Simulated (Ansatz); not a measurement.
Compare A (`C[C@@H]1CCC[C@@H]1C`) with its isomer B (`C=CCCCCC`).

Isolated molecules relaxed with PBE0-D4/def2-TZVP in Ansatz; ΔE leaves out vibrations. CCSD(T)/CBS adds triple-zeta CCSD(T) − MP2 to the extrapolated MP2 energy (def2 sets, frozen cores). Functionals use def2-TZVPP. B3LYP here is the variant with VWN-RPA as its local correlation; programs differ in this. Each species was taken in one conformer, which may not be the lowest.

**Question.** Which is lower in electronic energy at CCSD(T)/CBS, and by how much? (Estimate.)

**Answer.** Computed: A, by 17.8 kcal/mol.

**Question.** Give E(B) − E(A) in kcal/mol with MP2/def2-TZVPP, CCSD(T)/def2-SVP, B3LYP, ωB97M-V, BLYP-D4, PBE-D4, B2PLYP. (Estimate.)

**Answer.** Ansatz gave: MP2/def2-TZVPP 21.1, CCSD(T)/def2-SVP 19.2, B3LYP 11.9, ωB97M-V 18.8, BLYP-D4 12.3, PBE-D4 18.0, B2PLYP 15.0. None reverses the order clearly.

Largest T1 diagnostic: 0.009.

Leaving LDA and LC-ωPBE aside and taking each functional with its dispersion term where it has one, the values, not all of them listed here, spread over 9.9 kcal/mol, from BLYP-D4 to PBE-QIDH. LDA lies +8.0 kcal/mol from PBE without D4. From BLYP to BHLYP (50 % exact exchange), in def2-TZVPP and without D4, E(B) − E(A) moves by +6.2 kcal/mol.
